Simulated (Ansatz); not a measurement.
```yaml
crystal:
  periodic: [false, false, false]
  atoms:
    - {symbol: Be, position_ang: [0.268483, 0.511423, 0.231977]}
    - {symbol: Cl, position_ang: [1.391888, -0.980711, -0.283931]}
    - {symbol: Cl, position_ang: [-1.660371, 0.469288, 0.051953]}
basis:
  gaussian: {orbitals: ANO-RCC-VTZP}
hamiltonian: {xc: {name: PBE0}}
output: {forces: true}
```

```sh
$ ansatz run in.yaml --threads 4 --pin off --events-out ev --progress --plain --max-ram 3916MiB
```

Output, abridged:

```
Functional definition: PBE0
689 factors; integrals over basis functions are off by at most 6.0e-4 eV
mean field evaluation 1: about -25517.9716 eV, gradient 2.0e1 eV
mean field evaluation 2: about -25517.3653 eV, gradient 2.6e1 eV
mean field evaluation 4: about -25519.1456 eV, gradient 6.7e-1 eV
mean field evaluation 8: about -25519.2374 eV, gradient 2.3e-2 eV
mean field evaluation 16: about -25519.2374 eV, gradient 1.3e-5 eV
mean field -25519.23736911 eV, -937.8146757545 hartree, gradient 1.3e-5 eV, S^2 0.000000; 0 other end points of the search recorded, 0 dependent functions left out
reference -25519.23740521 eV, -937.8146770810 hartree; 19, 19 occupied and 79, 79 virtual orbitals, 689 factors
Total energy: -25519.23740521 eV, -937.8146770810 hartree
Relativity: scalar
Atom 0 at     0.268483     0.511423     0.231977 Å, force    -1.357733    -2.586292    -1.173121 eV/Å
Atom 1 at     1.391888    -0.980711    -0.283931 Å, force    -0.403733     1.807443     0.705695 eV/Å
Atom 2 at    -1.660371     0.469288     0.051953 Å, force     1.761466     0.778849     0.467427 eV/Å
Dipole moment:     0.271181     0.516562     0.234308 e Å
```

Hardware: 4 threads of Arm Neoverse V1 on a shared host. Wall time 2.5 s.

DK, ANO-RCC and x2c sets are all-electron and run with scalar relativity unless a key says otherwise.
